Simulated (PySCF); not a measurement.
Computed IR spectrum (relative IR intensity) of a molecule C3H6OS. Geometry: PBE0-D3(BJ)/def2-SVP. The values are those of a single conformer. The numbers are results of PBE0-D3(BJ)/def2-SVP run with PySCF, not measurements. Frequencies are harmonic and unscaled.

ν (cm⁻¹): 96 (w), 438 (w), 585 (vw), 680 (w), 790 (m), 909 (m), 1010 (w), 1097 (m), 1127 (m), 1158 (w), 1162 (s), 1244 (vs), 1317 (m), 1364 (w), 1397 (s), 1448 (w), 1455 (w), 3041 (vs), 3049 (m), 3058 (w), 3106 (m), 3157 (w), 3178 (w) (against the strongest line: vs over 80 %, s over 45 %, m over 15 %, w over 4 %, vw less)

Which molecule gave these data?
A) CSC(C)=O
B) CCSC=O
C) CC(=O)CS
D) C[C@@H]1OCS1

D, C[C@@H]1OCS1
